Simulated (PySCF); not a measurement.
C3H9O3Si, multiplicity 2. Atoms are numbered in the order given.

```xyz
16

C      0.0260     2.6669    -0.1244
O      0.6388     1.4057    -0.1330
Si     0.0000     0.0000     0.4712
O      0.8979    -1.2561    -0.1330
C      2.2966    -1.3560    -0.1244
O     -1.5367    -0.1496    -0.1330
C     -2.3226    -1.3109    -0.1244
H     -0.9990     2.6250    -0.5304
H     -0.0212     3.0942     0.8932
H      0.6208     3.3487    -0.7508
H      2.6902    -1.5287     0.8932
H      2.5897    -2.2120    -0.7508
H      2.7729    -0.4473    -0.5304
H     -3.2105    -1.1367    -0.7508
H     -1.7738    -2.1777    -0.5304
H     -2.6690    -1.5654     0.8932
```
Charge 0, spin multiplicity 2.

Geometry optimised at PBE0-D3(BJ)/def2-SVP. The isomer is the one that the SMILES or the coordinates give; other isomers of the formula were not compared. One conformer was computed; it need not be the lowest.

Level of theory: TDA-PBE/def2-SVPD in PySCF.

Vertical excitations; the highest root listed may be one member of a degenerate set. Gas-phase values at a fixed geometry.

Computed excitation energies, oscillator strengths and character:
```
state   energy (eV)  λ (nm)      f                              main pairs
------  -----------  ------  -----  --------------------------------------
root 1         3.78     328  0.009            β HOMO→LUMO (degenerate set)
root 2         3.78     328  0.009          β HOMO−1→LUMO (degenerate set)
root 3         4.49     276  0.003                      β HOMO−4→LUMO 97 %
root 4         4.52     274  0.008          β HOMO−2→LUMO (degenerate set)
root 5         4.52     274  0.008          β HOMO−3→LUMO (degenerate set)
root 6         4.75     261  0.009  α HOMO→LUMO+2 82 %, β HOMO−5→LUMO 16 %
```
Unrestricted roots are not spin-pure.
